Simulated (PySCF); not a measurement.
## A small calculation by hand: dipole moment from atomic charges

TiFH3, SMILES [F][TiH3], multiplicity 1. Atoms are numbered in the order given.

```xyz
5

Ti     0.0000     0.0000    -0.4094
F      0.0000     0.0000     1.3218
H     -1.3831    -0.7985    -0.9631
H      1.3831    -0.7985    -0.9631
H      0.0000     1.5970    -0.9631
```
Charge 0, spin multiplicity 1.

Geometry optimised at PBE0-D3(BJ)/def2-TZVP. The multiplicity is an assumed one; no other spin state was optimised. The structure was generated by enumeration; whether it is a known compound was not checked.

Charges (e) from PBE/def2-TZVPD (PySCF):

```csv
atom,ESP fit,IAO
Ti1,0.928,1.186
F2,-0.269,-0.357
H3,-0.220,-0.276
H4,-0.220,-0.276
H5,-0.220,-0.276
```

The dipole moment of the full density is 0.45 D.

**Question.** What dipole moment does each set of point charges give, and which comes closer to that of the density?

**Answer.** 
μ = Σ q r, and 1 e Å = 4.8032 D.
ESP fit: Σ q r = (0.000, 0.000, -0.100) e Å, |μ| = 0.48 D.
IAO: Σ q r = (0.000, 0.000, -0.160) e Å, |μ| = 0.77 D.
ESP fit comes closer in size. Point charges leave out the atoms' own dipoles (lone pairs, polarised bonds); fits to the potential absorb them, partitions of the density don't.
